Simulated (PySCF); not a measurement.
Spinor energies of Ir⁶³⁺ (iridium, charge +63)

Start: [Ne] 3s2 3p2; 3p1/2 filled at m_j = -1/2, +1/2. Calculated with PySCF 2.14 in an even-tempered Gaussian basis (17 s from 21 bohr⁻², ratio 2.4; 14 p from 27 bohr⁻², ratio 2.4; 4 d from 90 bohr⁻², ratio 2.6; 4 f from 140 bohr⁻², ratio 2.6): generalised Hartree-Fock with the X2C-1e Hamiltonian and a Gaussian nucleus; one run each with spin-orbit coupling (SO) switched off, then screened by Boettger's factors.

```csv
spinor shell,electrons,"ε, spin-free (eV)","ε, screened SO (eV)",weight of nominal j (screened SO),"rms radius, screened SO (bohr)"
1s1/2,2,-81824.4,-81781.1,1.000,0.0197
2s1/2,2,-18565.7,-18547.1,1.000,0.0784
2p1/2,2,-16822.2,-18020.3,1.000,0.0663
3s1/2,2,-7468.1,-7460.7,1.000,0.188
3p1/2,2,-6985.0,-7282.4,1.000,0.178
```

Problem. Where does 2p3/2 lie, and what is the 2p spin-orbit splitting (screened SO)?

Solution. At -16329.5 eV, 1690.8 eV above 2p1/2.

| quantity | spin-free | screened SO |
| --- | --- | --- |
| E (hartree) | -13163.62246 | -13205.81294 |
| M_J | 0 | 0 |
| ⟨J²⟩ | 2.000 | 0.000 |
| ⟨L²⟩ | 2.000 | 1.355 |
| ⟨S²⟩ | 2.000 | 1.355 |

Breit and QED terms are absent; they matter most for the inner s and p1/2 levels.

Densities and radii are taken from the X2C orbitals without a picture-change correction, which distorts them close to the nucleus.

Without spin-orbit coupling the j labels of p, d and f shells carry no meaning; the spin-free column gives the mean over the occupied spinors of each nl shell.
